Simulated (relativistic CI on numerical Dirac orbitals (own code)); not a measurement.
Radial parameters of Tb55+

These numbers are calculated, not measured: Dirac-Coulomb-Breit CI, orbitals from a KLI potential per configuration, model QED, unscaled Slater integrals (own radial code, finite nucleus).

Slater integrals F^k, G^k are unscaled and averaged over j, outside the closed core 1s2; ζ comes from projecting the Hamiltonian with its Breit term on Σ l·s of the shell.

- 2s2 2p5 3s: ζ(2p) = 4.1192e+06, G^1(2p,3s) = 127510 cm⁻¹; <r>(2p) = 0.07833, <r^2>(2p) = 0.007475, <r>(3s) = 0.2123, <r^2>(3s) = 0.05145 (bohr units).
- 2s2 2p5 3p: ζ(2p) = 4.1179e+06, F^2(2p,3p) = 335060, G^0(2p,3p) = 133430, G^2(2p,3p) = 146530, ζ(3p) = 1.122e+06 cm⁻¹; <r>(2p) = 0.07837, <r^2>(2p) = 0.007483, <r>(3p) = 0.2058, <r^2>(3p) = 0.04899 (bohr units).
- 2s2 2p5 3d: ζ(2p) = 4.1212e+06, F^2(2p,3d) = 440460, G^1(2p,3d) = 418210, G^3(2p,3d) = 242000, ζ(3d) = 159420 cm⁻¹; <r>(2p) = 0.07837, <r^2>(2p) = 0.007485, <r>(3d) = 0.1802, <r^2>(3d) = 0.03731 (bohr units).

Averages of the first 10 configurations, taken without configuration mixing, which lowers the lowest level and can move excited configurations by several eV; other configurations of the list can lie among them:

```csv
Configuration,Parity,States,Average energy above the lowest level (eV)
2s2 2p6,even,1,0.2
2s2 2p5 3s,odd,12,6566.2
2s2 2p5 3p,even,36,6828.1
2s2 2p5 3d,odd,60,7070.3
2s 2p6 3s,even,4,7482.0
2s 2p6 3p,odd,12,7739.4
2s 2p6 3d,even,20,7981.3
2s2 2p5 4s,odd,12,9001.1
2s2 2p5 4p,even,36,9108.9
2s2 2p5 4d,odd,60,9204.6
```
